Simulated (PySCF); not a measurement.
**Hafnium: a sound run and one with changed settings**

Sound run: Hf⁺ [Xe] 4f14 5d1 6s2, Hf²⁺ [Xe] 4f14 5d2. Calculation: PySCF 2.14, in aug-cc-pVDZ-PP with ECP60MDF (5s5p4d2f, 54 functions); scalar relativity through the core potential. The sound run starts from symmetry-adapted Hartree-Fock orbitals and uses a fine grid where one is needed.

Changed run: radial step 0.3 in ln r (0.13 in the sound run). This setting is unsound on purpose.

```
species  method  sound run (hartree)  changed run (hartree)  converged
    Hf⁺     UHF                  n/a              -47.71149         no
    Hf⁺    MN15            -48.14542              -48.18108        yes
    Hf⁺  M06-2X                  n/a              -48.12105        yes
   Hf²⁺     UHF            -47.24646              -47.24646        yes
   Hf²⁺    MN15            -47.59418              -47.62682        yes
   Hf²⁺  M06-2X            -47.56294              -47.57027        yes
```

Ionisation energy of Hf⁺:

```tsv
method	sound run (eV)	changed run (eV)
MN15	15.000	15.082
```

A coarse radial grid mis-integrates the density and the exchange-correlation energy, with errors of either sign; Hartree-Fock needs no grid.

For comparison, NIST gives 14.61 ± 0.04 eV between the lowest levels.
